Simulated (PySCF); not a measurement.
**Electron correlation in O (oxygen, neutral)**

[He] 2s1 2p5, high-spin 3P determinant (an excited configuration). Calculation: PySCF 2.14, in x2c-TZVPPall; the spin-free X2C one-electron Hamiltonian (Gaussian nucleus). Frozen: nothing; 8 electrons correlated.

```tsv
level	correlation energy (mhartree)
CCSD	-217.28
(T)	-6.19
CCSD(T)	-223.47
CCSDT	-224.42
```

Diagnostics: T1 = 0.013, D1 = 0.0259, largest double amplitude 0.081.

**Question.** Is a single reference adequate?

**Answer.** Mostly. T1 lies below 0.03, but a double amplitude of this size points to a near-degeneracy that CCSD handles and MP2 describes poorly.

This basis was not built for core-valence correlation, so the inner-shell part is incomplete.
